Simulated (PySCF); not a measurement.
Cl4Cr, SMILES [Cl][Cr-]([Cl])([Cl])[Cl] (connectivity only; charge and spin as stated), charge -1, multiplicity 4. Atoms are numbered in the order given.

```xyz
5

Cr     0.0000     0.0000     0.0000
Cl     1.1952     1.1952     1.4848
Cl     1.1952    -1.1952    -1.4848
Cl    -1.1952     1.1952    -1.4848
Cl    -1.1952    -1.1952     1.4848
```
Charge -1, spin multiplicity 4.

The structure is a stationary point at B3LYP-D3(BJ)/def2-SVPD. The geometry has at least one imaginary mode, so it is a saddle point at that level. The spin state was assumed, not searched.

These are PySCF with PBE/def2-SVPD values and carry that method's errors.

Mulliken values depend strongly on the basis, most of all with diffuse functions as here. Atomic charges (e):

```
atom  meta-Löwdin  Mulliken  Mulliken spin
----  -----------  --------  -------------
Cr1           [?]      0.70           3.15
Cl2           [?]     -0.43          -0.04
Cl3           [?]     -0.43          -0.04
Cl4           [?]     -0.43          -0.04
Cl5           [?]     -0.43          -0.04
```

**Question.** What belongs in the gaps? (The exact figures need the calculation; the answer reports its results.)

**Answer.** 
- Cr1, meta-Löwdin: 1.00
- Cl2, meta-Löwdin: -0.50
- Cl3, meta-Löwdin: -0.50
- Cl4, meta-Löwdin: -0.50
- Cl5, meta-Löwdin: -0.50
